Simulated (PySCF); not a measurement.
## A small calculation by hand: chemical shift, span and skew from a shielding tensor

ClF₂H₃Si₂, SMILES F[SiH](F)[SiH2]Cl. Atoms are numbered in the order given.

```xyz
8

Si    -1.1820    -0.2161     0.3350
F     -1.9404    -1.6466     0.3426
F     -1.8326     0.6626    -0.8565
Si     1.0796    -0.5640    -0.1485
Cl     1.9931     1.2873     0.0660
H     -1.4596     0.4691     1.6220
H      1.6958    -1.5224     0.8127
H      1.2699    -1.0526    -1.5429
```

Geometry: PBE0-D3(BJ)/def2-SVP. This is a generated structure with no PubChem entry under its InChIKey; it may be hypothetical. The values are those of a single conformer.

GIAO shieldings from PBE/pcSseg-1 in PySCF, non-relativistic, no solvent. The symmetric part of the tensor of Si4 has the principal values 325.7, 332.4, 446.7 ppm. The same nucleus in TMS has σ = 335.4 ppm at this level (PySCF, at its B3LYP-D3(BJ)/def2-TZVP geometry). Without spin–orbit terms, shifts of atoms bonded to Cl or Br come out too high.

Problem. Work out the isotropic shielding, the ²⁹Si shift against TMS, the span and the skew.

Solution. 
σ(iso) = (σ11 + σ22 + σ33)/3 = 368.3 ppm. δ = σ(ref) − σ(iso) = 335.4 − (368.3) = -32.9 ppm.
Span Ω = σ33 − σ11 = 121.0 ppm. Skew κ = 3(σ(iso) − σ22)/Ω = 0.89. Tumbling in solution averages the tensor to δ; in a static solid the shielding alone would spread this spin-1/2 line over Ω.
